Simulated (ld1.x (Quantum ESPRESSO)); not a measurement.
Logarithmic derivatives: rhenium (Re), ultrasoft

ld1.x (Quantum ESPRESSO) 7.5 input, shortened:

```
&input
   title='Re', zed=75., rel=2, dft='PBE', iswitch=3,
   config='[Xe] 4f14 5d5 6s2 6p0', rel_dist='average'
 /
 &inputp
   pseudotype=3, tm=.true., lloc=-2, rcloc=2.05,
   nlcc=.false.
 /
6
6S  1  0   2.00   0.00  1.75  2.40  0.0
6S  1  0   0.00  -0.10  1.75  2.40  0.0
6P  2  1   0.00   0.00  3.05  4.00  0.0
6P  2  1   0.00   0.45  3.05  4.00  0.0
5D  3  2   5.00   0.00  2.15  2.40  0.0
5D  3  2   0.00   0.20  2.15  2.40  0.0
 &test
   configts(1)='5d5 6s2 6p0'
 /
```

Open shells are filled in proportion to 2j + 1 (rel_dist='average').

The phase is arctan(r·u′/u) with u = r·R(r), unwrapped; energies in Ry, scanned from -2 to 5 Ry. A pole is an energy at which the radial function vanishes at the test radius. The pseudo phase is shifted by a multiple of π to meet the all-electron one at the reference energy, and phase errors are pseudo minus all-electron; the curves can meet again beyond the range given. Levels narrower than the energy grid can be missing from the lists of poles.

**Question.** For each channel, where are the poles, and over which energies does the pseudopotential scatter like the atom?

**Answer.**

```csv
channel,radius (bohr),reference energy (Ry),"poles, all-electron","poles, pseudo",unbroken range about the reference energy with phases within 0.05 rad,phase error 1 Ry above the reference energy (rad)
s,4.38,-0.44,"-0.22, 2.40","-0.22, 0.63, 2.43",below 0.6,-0.029
p1/2,4.38,-0.13,"0.33, 3.07","0.33, 2.39, 4.08",below 1.3,-0.001
p3/2,4.38,-0.09,"0.49, 3.37","0.49, 2.29, 4.08",below 1.5,+0.000
d3/2,4.38,-0.43,"-0.40, 1.59, 4.79","-0.40, 1.55, 4.22",below 2.3,-0.013
d5/2,4.38,-0.37,"-0.33, 1.64, 4.87","-0.33, 1.64, 4.77",below 2.8,-0.003
```

Phases in the d5/2 channel:

| E (Ry) | all-electron | pseudo |
| --- | --- | --- |
| -2.00 | 1.410 | 1.410 |
| -1.52 | 1.387 | 1.387 |
| -1.04 | 1.346 | 1.346 |
| -0.56 | 1.210 | 1.210 |
| -0.08 | -1.854 | -1.854 |
| 0.40 | -2.353 | -2.353 |
| 0.88 | -4.295 | -4.296 |
| 1.36 | -4.637 | -4.639 |
| 1.84 | -4.754 | -4.756 |
| 2.32 | -4.862 | -4.868 |
| 2.80 | -5.154 | -5.202 |
| 3.28 | -7.266 | -7.357 |
| 3.76 | -7.694 | -7.710 |
| 4.24 | -7.790 | -7.800 |
| 4.72 | -7.841 | -7.850 |
